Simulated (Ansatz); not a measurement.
```yaml
crystal:
  periodic: [false, false, false]
  atoms:
    - {symbol: N, position_ang: [-0.992380, 1.148468, -0.257918]}
    - {symbol: Si, position_ang: [0.369263, 0.393583, 0.222673]}
    - {symbol: N, position_ang: [0.849186, -0.894263, -0.634114]}
    - {symbol: P, position_ang: [0.653381, -1.571518, 0.933338]}
    - {symbol: H, position_ang: [-1.761202, 0.655724, -0.573984]}
    - {symbol: H, position_ang: [1.581989, 1.399502, 0.688755]}
    - {symbol: H, position_ang: [1.281989, 1.399502, 0.638755]}
    - {symbol: H, position_ang: [1.550878, -1.165734, -1.237710]}
    - {symbol: H, position_ang: [-0.637392, -2.023061, 0.789638]}
basis:
  gaussian: {orbitals: pcseg-2, fitting: {mean_field: cc-pVTZ-jkfit}}
hamiltonian: {xc: {name: SPW92}}
accuracy: high
output: {forces: true}
```

```sh
$ ansatz run in.yaml --threads 2 --pin off --events-out ev --progress --plain --max-ram 4352MiB
```

Output, abridged:

```
Functional definition: SPW92
550 factors; integrals over basis functions are off by at most 8.6e-1 eV
mean field evaluation 1: about -20096.1539 eV, gradient 1.1e2 eV
mean field evaluation 2: about -19896.3215 eV, gradient 2.3e2 eV
mean field evaluation 4: about -20118.1347 eV, gradient 3.7e1 eV
mean field evaluation 8: about -20121.4198 eV, gradient 1.0e0 eV
mean field evaluation 16: about -20121.4338 eV, gradient 3.7e-4 eV
mean field -20121.43384446 eV, -739.4490549862 hartree, gradient 2.0e-8 eV, S^2 0.000000; 0 other end points of the search recorded, 0 dependent functions left out
reference -20121.43384847 eV, -739.4490551335 hartree; 24, 24 occupied and 174, 174 virtual orbitals, 550 factors
Total energy: -20121.43384847 eV, -739.4490551335 hartree
Atom 0 at    -0.992380     1.148468    -0.257918 Å, force     4.416983     2.565888     2.020204 eV/Å
Atom 1 at     0.369263     0.393583     0.222673 Å, force    -7.723003    -1.328962    -2.110284 eV/Å
Atom 2 at     0.849186    -0.894263    -0.634114 Å, force     0.583897     0.288171    -0.672558 eV/Å
Atom 3 at     0.653381    -1.571518     0.933338 Å, force     2.203719    -1.551618     2.516946 eV/Å
Atom 4 at    -1.761202     0.655724    -0.573984 Å, force    -2.020230    -1.380598    -0.817250 eV/Å
Atom 5 at     1.581989     1.399502     0.688755 Å, force   111.517735     0.135055    18.481433 eV/Å
Atom 6 at     1.281989     1.399502     0.638755 Å, force  -109.325864     2.583624   -17.548273 eV/Å
Atom 7 at     1.550878    -1.165734    -1.237710 Å, force     1.813160    -1.070995    -1.873805 eV/Å
Atom 8 at    -0.637392    -2.023061     0.789638 Å, force    -1.466396    -0.240566     0.003588 eV/Å
Dipole moment:     0.837341    -0.041979     0.068537 e Å
```

(1) What is wrong with this run?

## Answers

(1) One atom was put on top of another. The run converged. The result belongs to that input, not to the molecule as meant.
